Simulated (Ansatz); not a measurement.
Isolated molecules relaxed with PBE0-D4/def2-TZVP in Ansatz; ΔE leaves out vibrations. CBS: MP2 limit from def2 TZ/QZ plus the TZ coupled-cluster correction, frozen cores. This one scheme is used for every species. DFT in def2-TZVPP. For Ga outer-core shells are correlated without core-valence functions, which leaves a few kJ/mol of doubt a bond. Scalar relativity is left out up to krypton. Each species was taken in one conformer, which may not be the lowest.

Reaction (formal exchange of groups at a Ga–Cl bond): `[CH3][Ga]([NH2])[Cl]` + CH₄ → `[CH3][Ga]([CH3])[NH2]` + HCl

(1) Is it downhill or uphill in electronic energy at CCSD(T)/CBS, and by how much? (Estimate.)

(2) What do these levels give: LDA (SPW92), r2SCAN-D4, CAM-B3LYP-D4, B2PLYP, PBE-QIDH, PBE, BLYP, r2SCAN, PBE0, CCSD(T)/def2-SVP, SCS-MP2/def2-TZVPP, CCSD(T)/def2-TZVPP? (An estimate is asked.)

Largest T1 diagnostic among the species: 0.012.

## Answers

(1) Ansatz gave: Uphill: ΔE = +144.8 kJ/mol.

(2) Computed: LDA (SPW92) 138.3, r2SCAN-D4 153.5, CAM-B3LYP-D4 151.1, B2PLYP 152.1, PBE-QIDH 151.9, PBE 145.0, BLYP 149.2, r2SCAN 153.9, PBE0 149.9, CCSD(T)/def2-SVP 156.4, SCS-MP2/def2-TZVPP 149.2, CCSD(T)/def2-TZVPP 144.4 kJ/mol.

From PBE to PBE0 (25 % exact exchange), in def2-TZVPP and without D4, ΔE moves by +4.9 kJ/mol. Leaving LDA and LC-ωPBE aside and taking each functional with its dispersion term where it has one, the values, not all of them listed here, spread over 15.8 kJ/mol, from revPBE-D4 to BHLYP-D4. LDA lies −6.7 kJ/mol from PBE without D4. At CCSD(T), def2-SVP lies +11.6 kJ/mol from the extrapolated value and def2-TZVPP −0.4 kJ/mol.
